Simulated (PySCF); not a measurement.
H₂IInO₂. Atoms are numbered in the order given.

```xyz
6

In    -0.0026    -1.0221     0.0000
I     -0.0068     1.6543     0.0000
O     -1.7314    -2.0218     0.0000
H     -1.5656    -2.9769     0.0000
O      1.6792    -2.1111     0.0000
H      2.4706    -1.5530     0.0000
```
Charge 0, spin multiplicity 1.

Geometry: B3LYP-D3(BJ)/def2-SVP. The def2 effective core potentials stand for the cores of I, In; spin–orbit coupling is left out. The values are those of a single conformer.

Method: PySCF with PBE0/def2-TZVP.

Atomic charges (e):

```
atom  Mulliken  Löwdin
----  --------  ------
In1       0.92    0.15
I2       -0.27    0.15
O3       -0.64   -0.31
H4        0.32    0.17
O5       -0.65   -0.32
H6        0.32    0.17
```
